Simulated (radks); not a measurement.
Results of a calculation; reference values are marked as such.
Q: The xenon ion Xe31+, configuration [Ar] 3d5. Code: a radial shooting solver on a logarithmic mesh with Libxc functionals. Model: non-relativistic Kohn-Sham, LB94 model potential, spin-polarised, spherical densities, point nucleus; open shells are filled with parallel spins first (spin-orbit coupling, left out, can overturn this in heavy ions); relativity is left out, which matters for an element this heavy. Some entries of the table are withheld. Estimate them.

orbital,occ.,eigenvalue (eV),r(max) (bohr),<r^2> (bohr^2)
1s down,1,-34460.67,0.01864,0.001056
1s up,1,-34460.11,0.01864,0.001056
2s up,1,-6397.311,0.1026,0.01692
2s down,1,-6396.140,0.1026,0.01687
2p down,3,-6115.374,0.08009,(1)
2p up,3,-6114.942,0.08011,(2)
3s up,1,-2233.407,0.2828,(3)
3s down,1,-2214.834,0.2833,(4)
3p up,3,-2119.273,0.2680,0.09758
3p down,3,-2099.897,0.2684,0.09826
3d up,5,-1921.208,0.2127,0.07663
3d down,0,-1902.653,0.2119,0.07688

A: 
(1) 2p down <r^2> (bohr^2): 0.01263
(2) 2p up <r^2> (bohr^2): 0.01267
(3) 3s up <r^2> (bohr^2): 0.1046
(4) 3s down <r^2> (bohr^2): 0.1053
